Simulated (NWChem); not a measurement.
The numbers come from NWChem runs, not from measurements. System: InO, charge 0, spin multiplicity 2, at a geometry optimised with UPBE/def2-SVP with def2 effective core potentials on In. The structure started from a generated list of species. Its SCF solution wasn't tested for a lower state. Level: ROCCSD(T)/def2-TZVP with def2 effective core potentials on In, 5 core orbitals frozen.

Job file:

```
start mol
memory heap 100 mb stack 700 mb global 1900 mb
geometry units angstroms nocenter noautoz
  In     0.000000     0.000000     0.272862
  O      0.000000     0.000000    -1.671279
  symmetry group C2v
end
basis spherical
  * library def2-tzvp
end
ecp
  In library def2-ecp
end
scf
  rohf
  nopen 1
  maxiter 100
  thresh 1e-7
  semidirect memsize 60000000 filesize 0
  # guess.movecs holds the orbitals of an unrestricted PBE0 run
  vectors input guess.movecs output mol.movecs
end
tce
  freeze core 5
  ccsd(t)
  2eorb
  2emet 13
  thresh 1e-6
  maxiter 100
  tilesize 24
end
task tce energy
```

Output (cleaned and shortened):

```
             Northwest Computational Chemistry Package (NWChem) 7.3.0
             --------------------------------------------------------

                                NWChem Input Module
                                -------------------

 Scaling coordinates for geometry "geometry" by  1.889725989
 (inverse scale =  0.529177249)

 Turning off AUTOSYM since
 SYMMETRY directive was detected!

                             Geometry "geometry" -> ""
                             -------------------------

 Output coordinates in angstroms (scale by  1.889725989 to convert to a.u.)

  No.       Tag          Charge          X              Y              Z
 ---- ---------------- ---------- -------------- -------------- --------------
    1 In                  49.0000     0.00000000     0.00000000     0.27286200
    2 O                    8.0000     0.00000000     0.00000000    -1.67127900

 Effective nuclear repulsion energy (a.u.)     106.6987845058

            Nuclear Dipole moment (a.u.)
            ----------------------------
        X                 Y               Z
 ---------------- ---------------- ----------------
     0.0000000000     0.0000000000     0.0000113384

      Symmetry information
      --------------------

 Group name             C2v
 Group number             16
 Group order               4
 No. of unique centers     2

      Symmetry unique atoms

     1    2


 Summary of "ao basis" -> "" (spherical)
 ------------------------------------------------------------------------------
       Tag                 Description            Shells   Functions and Types
 ---------------- ------------------------------  ------  ---------------------
 *                         def2-tzvp                  on all atoms

 Summary of "ao basis" -> "ao basis" (spherical)
 ------------------------------------------------------------------------------
       Tag                 Description            Shells   Functions and Types
 ---------------- ------------------------------  ------  ---------------------
 In                        def2-tzvp                16       50   6s5p3d2f
 O                         def2-tzvp                11       31   5s3p2d1f

                                 NWChem SCF Module
                                 -----------------

  ao basis        = "ao basis"
  functions       =    81
  atoms           =     2
  closed shells   =    14
  open shells     =     1
  charge          =   0.00
  wavefunction    = ROHF
  use symmetry    = T
  symmetry adapt  = T

 Summary of "ao basis" -> "ao basis" (spherical)
 ------------------------------------------------------------------------------
       Tag                 Description            Shells   Functions and Types
 ---------------- ------------------------------  ------  ---------------------
 In                        def2-tzvp                16       50   6s5p3d2f
 O                         def2-tzvp                11       31   5s3p2d1f

      Symmetry analysis of basis
      --------------------------

        a1         35
        a2          8
        b1         19
        b2         19

 Forming initial guess at       0.1s

      Symmetry analysis of molecular orbitals - initial
      -------------------------------------------------

  Numbering of irreducible representations:

     1 a1          2 a2          3 b1          4 b2

  Orbital symmetries:

     1 a1          2 a1          3 b2          4 b1          5 a1
     6 a1          7 a2          8 a1          9 b2         10 b1
    11 a1         12 a1         13 b1         14 b2         15 a1
    16 b2         17 b1         18 a1         19 b2         20 b1
    21 a1         22 a1         23 a2         24 a1         25 b1

 Starting SCF solution at       0.1s

 ----------------------------------------------
         Quadratically convergent ROHF

 Convergence threshold     :          1.000E-07
 Maximum no. of iterations :          100
 Final Fock-matrix accuracy:          1.000E-09
 ----------------------------------------------

              iter       energy          gnorm     gmax       time
             ----- ------------------- --------- --------- --------
                 1     -263.9469715299  1.23D+00  3.55D-01      1.2
                 2     -264.0105301058  4.17D-01  1.76D-01      1.3
                 3     -264.0296057874  4.12D-01  1.62D-01      1.3
                 4     -264.0451574625  4.05D-01  1.29D-01      1.4
                 5     -264.0537192828  2.48D-01  5.74D-02      1.4
                 6     -264.0625942943  2.83D-02  7.55D-03      1.5
                 7     -264.0626863688  5.15D-04  1.58D-04      1.6
                 8     -264.0626864241  1.39D-07  6.50D-08      1.8
                 9     -264.0626864241  4.55D-09  1.75D-09      1.9

       Final ROHF results
       ------------------

         Total SCF energy =   -264.062686424068
      One-electron energy =   -530.206505874140
      Two-electron energy =    220.415768947588
 Nuclear repulsion energy =     45.728050502484

        Time for solution =      1.8s

       Symmetry analysis of molecular orbitals - final
       -----------------------------------------------

  Numbering of irreducible representations:

     1 a1          2 a2          3 b1          4 b2

  Orbital symmetries:

     1 a1          2 a1          3 b1          4 b2          5 a1
     6 a1          7 a2          8 a1          9 b2         10 b1
    11 a1         12 b1         13 b2         14 a1         15 a1
    16 b1         17 b2         18 a1         19 b1         20 b2
    21 a1         22 a2         23 a1         24 a1         25 b1
[...]
   15   -0.1918
   16    0.0266
   17    0.0266
   18    0.0742
   19    0.1503
   20    0.1503
   21    0.2039
   22    0.2640
   23    0.2640
   24    0.2806
   25    0.3138

                       ROHF Final Molecular Orbital Analysis
                       -------------------------------------

 Vector   13  Occ=2.000000D+00  E=-4.469797D-01  Symmetry=b2
              MO Center= -1.2D-16, -1.7D-15, -1.6D+00, r^2= 8.4D-01
   Bfn.  Coefficient  Atom+Function         Bfn.  Coefficient  Atom+Function
  ----- ------------  ---------------      ----- ------------  ---------------
    57      0.445949  2 O  py                60      0.405610  2 O  py
    63      0.295193  2 O  py

 Vector   14  Occ=2.000000D+00  E=-3.965411D-01  Symmetry=a1
              MO Center=  5.3D-15, -3.9D-14,  5.3D-01, r^2= 2.5D+00
   Bfn.  Coefficient  Atom+Function         Bfn.  Coefficient  Atom+Function
  ----- ------------  ---------------      ----- ------------  ---------------
     5      0.685292  1 In s                  2      0.678534  1 In s
     1     -0.499647  1 In s                  6      0.481838  1 In s
     3     -0.396862  1 In s                  4     -0.304232  1 In s

 Vector   15  Occ=1.000000D+00  E=-1.917850D-01  Symmetry=a1
              MO Center= -1.4D-15, -8.3D-15, -1.4D+00, r^2= 1.5D+00
   Bfn.  Coefficient  Atom+Function         Bfn.  Coefficient  Atom+Function
  ----- ------------  ---------------      ----- ------------  ---------------
    58      0.452896  2 O  pz                61      0.419487  2 O  pz
    64      0.224190  2 O  pz                 6     -0.222367  1 In s
    12      0.173096  1 In pz                15     -0.166601  1 In pz

 Vector   16  Occ=0.000000D+00  E= 2.661294D-02  Symmetry=b1
              MO Center=  3.4D-15,  4.5D-16,  4.5D-01, r^2= 7.9D+00
   Bfn.  Coefficient  Atom+Function         Bfn.  Coefficient  Atom+Function
  ----- ------------  ---------------      ----- ------------  ---------------
    19      0.776247  1 In px                13      0.203767  1 In px
    10     -0.195932  1 In px                16      0.187058  1 In px

 Vector   17  Occ=0.000000D+00  E= 2.661294D-02  Symmetry=b2
              MO Center= -1.6D-15,  4.0D-14,  4.5D-01, r^2= 7.9D+00
   Bfn.  Coefficient  Atom+Function         Bfn.  Coefficient  Atom+Function
  ----- ------------  ---------------      ----- ------------  ---------------
    20      0.776247  1 In py                14      0.203767  1 In py
    11     -0.195932  1 In py                17      0.187058  1 In py

 Vector   18  Occ=0.000000D+00  E= 7.416551D-02  Symmetry=a1
              MO Center=  2.5D-15, -2.5D-15,  8.2D-01, r^2= 1.2D+01
   Bfn.  Coefficient  Atom+Function         Bfn.  Coefficient  Atom+Function
  ----- ------------  ---------------      ----- ------------  ---------------
    21      1.318558  1 In pz                18     -0.636060  1 In pz
    34      0.271032  1 In d  0              64     -0.214006  2 O  pz

 center of mass
 --------------
 x =   0.00000000 y =   0.00000000 z =   0.06671123

 moments of inertia (a.u.)
 ------------------
         189.510882568924           0.000000000000           0.000000000000
           0.000000000000         189.510882568924           0.000000000000
           0.000000000000           0.000000000000           0.000000000000

  Mulliken analysis of the total density
  --------------------------------------

    Atom       Charge   Shell Charges
 -----------   ------   -------------------------------------------------------
    1 In  21    20.38   0.40 -0.84  1.58  0.85  1.05  0.82 -0.41  6.37  0.21  0.19  0.03  8.95  1.05  0.08  0.04  0.00
    2 O    8     8.62   0.79  1.18  0.60  0.98  0.37  1.75  1.90  1.04  0.00  0.01  0.00

 Mulliken analysis of the open-shell density
 -------------------------------------------

    Atom       Charge   Shell Charges
 -----------   ------   -------------------------------------------------------
    1 In  21     0.14   0.00 -0.00  0.00 -0.00  0.00  0.03 -0.00  0.00  0.07  0.03  0.00  0.01  0.00 -0.00  0.00  0.00
    2 O    8     0.86   0.00 -0.00  0.00  0.00  0.00  0.35  0.37  0.13  0.00  0.00  0.00

       Multipole analysis of the density wrt the origin
       ------------------------------------------------

     L   x y z        total         open         nuclear
     -   - - -        -----         ----         -------
     0   0 0 0      0.000000     -1.000000     29.000000

     1   1 0 0      0.000000      0.000000      0.000000
     1   0 1 0      0.000000      0.000000      0.000000
     1   0 0 1      1.310419      2.681851    -14.437752

     2   2 0 0    -19.609333     -0.634341      0.000000
     2   1 1 0     -0.000000      0.000000      0.000000
     2   1 0 1      0.000000      0.000000      0.000000
     2   0 2 0    -19.609333     -0.634341      0.000000
     2   0 1 1      0.000000      0.000000      0.000000
     2   0 0 2    -25.853168    -11.241258     85.380273

                   NWChem Extensible Many-Electron Theory Module
                   ---------------------------------------------


            General Information
            -------------------
      Number of processors :     1
         Wavefunction type : Restricted open-shell Hartree-Fock
          No. of electrons :    29
           Alpha electrons :    15
            Beta electrons :    14
           No. of orbitals :   162
            Alpha orbitals :    81
             Beta orbitals :    81
        Alpha frozen cores :     5
         Beta frozen cores :     5
     Alpha frozen virtuals :     0
      Beta frozen virtuals :     0
         Spin multiplicity : doublet
    Number of AO functions :    81
       Number of AO shells :    27
        Use of symmetry is : on
      Symmetry adaption is : on
         Schwarz screening : 0.10D-09

          Correlation Information
          -----------------------
          Calculation type : Coupled-cluster singles & doubles w/ perturbation
   Perturbative correction : (T)
            Max iterations :      100
        Residual threshold : 0.10D-05
     T(0) DIIS level shift : 0.00D+00
     L(0) DIIS level shift : 0.00D+00
     T(1) DIIS level shift : 0.00D+00
     L(1) DIIS level shift : 0.00D+00
     T(R) DIIS level shift : 0.00D+00
     T(I) DIIS level shift : 0.00D+00
   CC-T/L Amplitude update :  5-th order DIIS
                I/O scheme : Global Array Library
        L-threshold :  0.10D-05
        EOM-threshold :  0.10D-05
 no EOMCCSD initial starts read in
 TCE RESTART OPTIONS
 SLICE:      F
 D4D5:       F
 quantumc:   F
 qrotation:  F
 pwtce:      F
 qducc:      F
 nacto:                         0
 nrotv:                         0
 nrot:                          0

            Memory Information
            ------------------
          Available GA space size is     249023678 doubles
          Available MA space size is     104839676 doubles

 Maximum block size supplied by input
 Maximum block size        24 doubles

 tile_dim =     16

 -------------------------------------------------

 Global array virtual files algorithm will be used

 Parallel file system coherency ......... OK

 4-electron integrals stored in orbital form

 v2    file size   =          1866529
 4-index algorithm nr.  13 is used
 imaxsize =       30
 imaxsize ichop =        0


CCSD iterations
 ---------------------------------------------------------
 Iter          Residuum       Correlation     Cpu    Wall
 ---------------------------------------------------------
    1   0.2039089192113  -0.4798467014541     1.0     1.0
    2   0.1413491336753  -0.4703207552204     0.9     0.9
    3   0.2549811460042  -0.4721929931411     1.1     1.1
    4   0.4124763674364  -0.4842761298769     1.1     1.1
    5   0.7009395113814  -0.4641687737149     1.2     1.2
    6   0.0125478717240  -0.4781919717797     1.2     1.2
    7   0.0153931419848  -0.4791035875268     1.1     1.1
    8   0.0068508478046  -0.4799415704330     1.1     1.1
    9   0.0199652951605  -0.4799565045802     1.1     1.1
   10   0.0235954793447  -0.4809524108259     1.1     1.1
   11   0.0013805755253  -0.4813266561450     1.1     1.1
   12   0.0008158238583  -0.4813753850331     1.1     1.1
   13   0.0006198287127  -0.4813883480345     1.1     1.1
   14   0.0008528962547  -0.4813724037962     1.1     1.1
   15   0.0009412862745  -0.4814160208987     1.1     1.1
   16   0.0001135174617  -0.4813942505935     1.1     1.1
   17   0.0002037402709  -0.4814045511126     1.1     1.1
   18   0.0001855791934  -0.4814144748181     1.1     1.1
   19   0.0004018978243  -0.4814094211336     1.1     1.1
   20   0.0005945000735  -0.4814277150168     1.1     1.1
   21   0.0000163940069  -0.4814236217053     1.1     1.1
   22   0.0000163036990  -0.4814239387882     1.2     1.2
   23   0.0000124963296  -0.4814245652478     1.1     1.1
   24   0.0000257108021  -0.4814240038021     1.1     1.1
   25   0.0000347259942  -0.4814253145667     1.1     1.1
   26   0.0000020036874  -0.4814247139895     1.1     1.1
   27   0.0000029876242  -0.4814248890806     1.1     1.1
   28   0.0000024804266  -0.4814250295647     0.9     0.9
   29   0.0000055458835  -0.4814249863659     0.9     0.9
   30   0.0000080673807  -0.4814252095954     1.0     1.0
   31   0.0000003003139  -0.4814251808789     1.1     1.1
 -----------------------------------------------------------------
 Iterations converged
 CCSD correlation energy / hartree =        -0.481425180878900
 CCSD total energy / hartree       =      -264.544111604946522

 Singles contributions
    15a1  (beta ) ---    14a1  (beta )        0.2524083869

 Doubles contributions
 CCSD(T)
 Using plain CCSD(T) code
             total no. of tasks         3263
 total no. of tasks / no. procs         3263
                         wl_min            4           1.3
                         wl_max       229376           7.8
        thresh for no. of tasks         3263

 CCSD[T]  correction energy / hartree =        -0.023192430545432
 CCSD[T] correlation energy / hartree =        -0.504617611424331
 CCSD[T] total energy / hartree       =      -264.567304035491929
 CCSD(T)  correction energy / hartree =        -0.018850986748681
 CCSD(T) correlation energy / hartree =        -0.500276167627580
 CCSD(T) total energy / hartree       =      -264.562962591695225

 Task  times  cpu:       52.8s     wall:       52.8s

 Total times  cpu:       52.8s     wall:       52.8s
```
